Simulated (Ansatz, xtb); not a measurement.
**Relative energy of two isomers of C7H4N2O**

Structure a: `N#Cc1ccnc(C=O)c1`, a singlet. Structure b: `N#Cc1cccc(C=O)n1`, a singlet. Both are isolated molecules in the gas phase, relaxed with B3LYP/def2-SVP; the shapes shown needn't be the lowest conformers.

a (Å):

```yaml
atoms:
  - { symbol: C, position_ang: [-0.5216, -1.4046, -1.8619] }
  - { symbol: C, position_ang: [-0.1309, -0.5650, -0.7613] }
  - { symbol: C, position_ang: [-0.8774, -0.5525, 0.4306] }
  - { symbol: C, position_ang: [-0.4577, 0.2803, 1.4725] }
  - { symbol: C, position_ang: [1.3252, 1.0516, 0.2582] }
  - { symbol: C, position_ang: [2.5253, 1.9492, 0.2123] }
  - { symbol: C, position_ang: [0.9997, 0.2587, -0.8495] }
  - { symbol: N, position_ang: [-0.8404, -2.0834, -2.7471] }
  - { symbol: N, position_ang: [0.6164, 1.0651, 1.3935] }
  - { symbol: O, position_ang: [3.2562, 2.0404, -0.7433] }
  - { symbol: H, position_ang: [-1.7644, -1.1789, 0.5395] }
  - { symbol: H, position_ang: [-1.0221, 0.3080, 2.4111] }
  - { symbol: H, position_ang: [2.6789, 2.5296, 1.1547] }
  - { symbol: H, position_ang: [1.6239, 0.2990, -1.7436] }
```

b (Å):

```xyz
14

C     1.3653   -2.1753   -1.1129
C     0.8529   -0.8822   -0.7134
C     0.0304   -0.1551   -1.5941
C    -0.4481    1.0893   -1.1793
C    -0.0928    1.5577    0.0839
C     0.7335    0.7532    0.8848
C     1.1446    1.2119    2.2520
N     1.7624   -3.2089   -1.4578
N     1.1974   -0.4380    0.5002
O     0.8029    2.2647    2.7323
H    -0.2194   -0.5655   -2.5740
H    -1.0890    1.6809   -1.8372
H    -0.4305    2.5206    0.4720
H     1.8008    0.4826    2.7865
```

Q: Estimate which is lower in electronic energy at CCSD(T)/def2-SVP + ΔMP2/def2-TZVPP, and by roughly how much.

A: CCSD(T)/def2-SVP + ΔMP2/def2-TZVPP gives E(b) − E(a) = +0.22 kcal/mol, slightly favouring structure a, which is too small a margin to settle the true order.

Level by level:

```tsv
level	geometry	E(b) − E(a) (kcal/mol)	departure from the last row (kcal/mol)	job, with rough time for the two
GFN2-xTB	GFN2-xTB	+0.69	+0.47	optimisation, 0.19 s
HF/STO-3G	GFN2-xTB	−0.25	−0.48	single point, 0.92 s
r2SCAN-D4/def2-SVP	GFN2-xTB	−0.07	−0.29	single point, 10 s
B3LYP/def2-SVP	B3LYP/def2-SVP	−0.09	−0.32	optimisation, 90 s
HF/def2-SVP	B3LYP/def2-SVP	−0.31	−0.53	part of the CCSD(T) run
MP2/def2-SVP	B3LYP/def2-SVP	+0.10	−0.12	part of the CCSD(T) run
CCSD(T)/def2-SVP	B3LYP/def2-SVP	+0.13	−0.09	single point
CCSD(T)/def2-SVP + ΔMP2/def2-TZVPP	B3LYP/def2-SVP	+0.22		single point, 5.9 min
```

As drawn, both hold the same kinds of bond in the same numbers.

The largest departure from CCSD(T)/def2-SVP + ΔMP2/def2-TZVPP is that of HF/def2-SVP, 0.53 kcal/mol. The last row adds to CCSD(T) the change of the MP2 difference between the two basis sets, here +0.09 kcal/mol.

With thermal terms from frequencies at re-optimised GFN2-xTB minima (ideal gas, soft modes damped towards free rotors, one conformer each, 298.15 K, 1 atm): the zero-point term adds 0.00 kcal/mol; ΔH is +0.23 and ΔG +0.26 kcal/mol.

The correlated steps freeze 10 core orbitals. Programs: Ansatz 0.2.0, xtb 6.7.1; the last row on 2 threads of Arm Neoverse V1 on a shared host.
